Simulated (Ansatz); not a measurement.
The cluster Ag2Te, relaxed as a singlet with RKS r2SCAN-D4/def2-TZVP in Ansatz, starting from the GFN1-xTB geometry. Force threshold 0.02 eV/Å.

In the def2 sets Ag, Te take a core potential; there is no spin–orbit coupling. The structure comes from a short search, and lower isomers may exist.

Start:

```xyz
3

Ag   -0.645   -0.364    0.670
Ag    1.317    1.408    1.105
Te   -0.673   -1.044   -1.775
```

Question: Estimate the energy that the relaxation releases and the steps that it takes.

Answer: 38.1 kcal/mol, in 9 steps; 18 s on 4 threads of Arm Neoverse V2 on a shared host. No frequencies were taken in this run, so the end may be a saddle point.

Question: Does the start keep its bonding and symmetry?

Answer: Bonds formed: Ag2–Te3 (atoms count from 1). The end is the same structure that another start reached, the lowest one found. Point group Cs at the start, C2v at the end, both within 0.05 Å.

Question: Predict the relaxed structure.

Answer: 
```xyz
3

Ag   -1.063   -0.620    1.033
Ag    1.164    1.064    0.307
Te   -0.101   -0.445   -1.340
```
Bond lengths (bridged metal pairs left out): 2 × Ag–Te 2.57 Å.
